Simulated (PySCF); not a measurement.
PySCF 2.14 output of an unrestricted PW91 calculation on a single atom or ion in aug-cc-pwCVTZ (8s7p5d3f, 75 functions), with no relativity, point nucleus:

```
SCF conv_tol = 1e-09
number electrons alpha = 9  beta = 6
    J. P. Perdew. In P. Ziesche and H. Eschrig, editors, Proceedings of the 75. WE-Heraeus-Seminar and 21st Annual International Symposium on Electronic Structure of Solids, 11. Berlin, 1991. Akademie Verlag.
    J. P. Perdew, J. A. Chevary, S. H. Vosko, K. A. Jackson, M. R. Pederson, D. J. Singh, and C. Fiolhais.,  Phys. Rev. B 46, 6671 (1992)
    J. P. Perdew, J. A. Chevary, S. H. Vosko, K. A. Jackson, M. R. Pederson, D. J. Singh, and C. Fiolhais.,  Phys. Rev. B 48, 4978 (1993)
    J. P. Perdew. In P. Ziesche and H. Eschrig, editors, Proceedings of the 75. WE-Heraeus-Seminar and 21st Annual International Symposium on Electronic Structure of Solids, 11. Berlin, 1991. Akademie Verlag.
    J. P. Perdew, J. A. Chevary, S. H. Vosko, K. A. Jackson, M. R. Pederson, D. J. Singh, and C. Fiolhais.,  Phys. Rev. B 46, 6671 (1992)
    J. P. Perdew, J. A. Chevary, S. H. Vosko, K. A. Jackson, M. R. Pederson, D. J. Singh, and C. Fiolhais.,  Phys. Rev. B 48, 4978 (1993)
cycle= 1 E= -340.936006261997  delta_E= -0.0102  |g|= 0.0171  |ddm|= 0.443
cycle= 2 E= -340.936128423044  delta_E= -0.000122  |g|= 0.0108  |ddm|= 0.144
cycle= 3 E= -340.936204678295  delta_E= -7.63e-05  |g|= 0.00237  |ddm|= 0.0367
cycle= 4 E= -340.936204915124  delta_E= -2.37e-07  |g|= 0.00016  |ddm|= 0.00422
cycle= 5 E= -340.936204932104  delta_E= -1.7e-08  |g|= 1.95e-05  |ddm|= 0.000843
cycle= 6 E= -340.936204932124  delta_E= -2.01e-11  |g|= 4.24e-06  |ddm|= 0.000163
converged SCF energy = -340.936204932124  <S^2> = 3.7509758  2S+1 = 4.0004879
```

The run itself started from symmetry-adapted Hartree-Fock orbitals and held the occupation by maximum overlap, on a logarithmic radial grid, so the iterations belong to that start.

**Question.** Which element, charge and spin multiplicity is this?

**Answer.** P (phosphorus, neutral), multiplicity 4; the state was [Ne] 3s2 3p2 3d1, one real determinant (an excited configuration).

⟨L²⟩ = 7.96 against 12 for a pure F term, so this real determinant mixes terms. The outer electron is Rydberg-like, and this basis confines it to a smaller radius and binds it less than a complete one would. At PW91 the highest occupied level has a positive energy, so only the finite basis holds that electron; for this excited configuration the basis is too tight for the outer shell.
